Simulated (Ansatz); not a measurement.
A run for Ansatz (a program for electronic structure): U-CCSD(T)/cc-pV(T+d)Z on CH5Al (SMILES [CH3][AlH2]), a point of a bond scan (R = 3.421 Å). Files ending in .json are basis or fitting sets from the Basis Set Exchange.

Ansatz 0.2 input:
```yaml
crystal:
  periodic: [false, false, false]
  atoms:
    - {symbol: C, position_ang: [-1.23512650, -0.09453057, -0.00078552]}
    - {symbol: Al, position_ang: [2.17663057, 0.15734985, -0.00385917]}
    - {symbol: H, position_ang: [-1.68013597, 0.54438206, -0.76954883]}
    - {symbol: H, position_ang: [-1.59248422, -1.11401399, -0.15613004]}
    - {symbol: H, position_ang: [-1.63918751, 0.25553852, 0.95567754]}
    - {symbol: H, position_ang: [2.86091078, 1.58604452, 0.02849675]}
    - {symbol: H, position_ang: [3.09818250, -1.13108460, -0.02337236]}
basis:
  gaussian:
    orbitals: cc-pV_T+d_Z.json
correlation: {method: ccsd_t, electrons: outside_noble_gas}
scf: {omitted_lower_state_checks: [cluster_reference]}
magnetization: {spin_polarized: true, initial_magnetization: 0}
```

Output:

```
WARN ansatz: RAYON_NUM_THREADS=1 ignored (pool sized by the plan → 1); use --threads N
Functional definition: HF
these checks for a lower state are left out or cut short: cluster_reference
integrals: 0.45 GiB planned
783 factors; integrals over basis functions are off by at most 1.7e-3 eV
mean field: 0.33 GiB planned
mean field evaluation 1: about -7684.4697 eV, gradient 2.3e1 eV
mean field evaluation 2: about -7684.4687 eV, gradient 2.3e1 eV
mean field evaluation 4: about -7688.8952 eV, gradient 2.4e0 eV
mean field evaluation 8: about -7689.0107 eV, gradient 1.9e-3 eV
mean field evaluation 16: about -7690.0939 eV, gradient 6.6e-2 eV
mean field evaluation 32: about -7690.0939 eV, gradient 1.6e-6 eV
mean field evaluation 64: about -7689.0107 eV, gradient 3.2e-6 eV
mean field -7690.09392660 eV, -282.6057392696 hartree, gradient 4.7e-6 eV, S^2 0.837151; 8 other end points of the search recorded, 0 dependent functions left out
6 core orbitals not correlated
reference -7690.09392660 eV, -282.6057392696 hartree; 6, 6 occupied and 127, 127 virtual orbitals, 783 factors
second order -6.36143449 eV of doubles, -0.00000000 eV of singles
coupled cluster: 1.55 GiB planned
cycle   1  -7.10371872 eV  change   -7.4e-1 eV  update   7.7e-2
cycle   2  -7.43493810 eV  change   -3.3e-1 eV  update   3.5e-2
cycle   3  -7.48213330 eV  change   -4.7e-2 eV  update   2.6e-2
cycle   4  -7.51321287 eV  change   -3.1e-2 eV  update   2.1e-2
cycle   5  -7.55873739 eV  change   -4.6e-2 eV  update   1.5e-2
cycle   6  -7.59462633 eV  change   -3.6e-2 eV  update   8.9e-3
cycle   7  -7.60891213 eV  change   -1.4e-2 eV  update   4.4e-3
cycle   8  -7.61650942 eV  change   -7.6e-3 eV  update   2.0e-3
cycle   9  -7.61643322 eV  change    7.6e-5 eV  update   1.0e-3
cycle  10  -7.61633683 eV  change    9.6e-5 eV  update   4.0e-4
cycle  11  -7.61647545 eV  change   -1.4e-4 eV  update   1.7e-4
cycle  12  -7.61649845 eV  change   -2.3e-5 eV  update   7.0e-5
cycle  13  -7.61648167 eV  change    1.7e-5 eV  update   2.7e-5
cycle  14  -7.61648552 eV  change   -3.9e-6 eV  update   1.0e-5
coupled cluster: 1.56 GiB planned
perturbative correction -0.28294259 eV, -0.0103979484 hartree
Total energy: -7697.99335471 eV, -282.8960378984 hartree
Checks for a lower state left out: cluster_reference
```

Self-consistency was reached. Its determinant has ⟨S²⟩ = 0.84, a mixture of spin states.

Cost: roughly 50 core-seconds.
